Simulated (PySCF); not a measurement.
Task: What does the GFN2-xTB structure of `C=COCC(=O)C=C` look like in three dimensions?

Result: 
```
atom  x, y, z in Å
C1    -3.0862   -0.0750    0.1180
C2    -2.0666   -0.8860   -0.1115
O3    -0.7438   -0.6668    0.0943
C4    -0.3726    0.5769    0.6399
C5     1.1379    0.6992    0.8029
O6     1.6016    1.5602    1.5147
C7     1.9558   -0.2512    0.0295
C8     3.2788   -0.2645    0.1447
H9    -2.9813    0.9145    0.5240
H10   -4.0855   -0.3994   -0.1018
H11   -2.2029   -1.8786   -0.5193
H12   -0.8426    0.7334    1.6205
H13   -0.6945    1.3993   -0.0190
H14    1.4231   -0.9300   -0.6175
H15    3.7710    0.4254    0.8118
H16    3.9002   -0.9484   -0.4077
```

Any rigid rotation of these coordinates is as good. Atoms count from 1 in this order. Of the pairs four or more bonds apart, O3···H14 is among the closest relative to their van der Waals radii: 2.30 Å, 84 % of the sum of Bondi's values. The C–O distances run from 1.210 Å (C5=O6, drawn double) to 1.408 Å (O3–C4, drawn single), a spread of 0.198 Å. The C–C distances run from 1.323 Å (C1=C2, drawn double) to 1.524 Å (C4–C5, drawn single), a spread of 0.201 Å.

Bonds between heavy atoms (Å): C1=C2 1.323, C2–O3 1.357, O3–C4 1.408, C4–C5 1.524, C5=O6 1.210, C5–C7 1.473, C7=C8 1.328.

The geometry is computed with GFN2-xTB (gas phase).

Point group: C1 (no symmetry element, even within 0.4 Å). Whether it is a minimum is left open (no frequencies). The numbers are those of one conformer (C1–C2–O3–C4 1°, C2–O3–C4–C5 -179°, O3–C4–C5–O6 -164°, C4–C5–C7–C8 -177°).
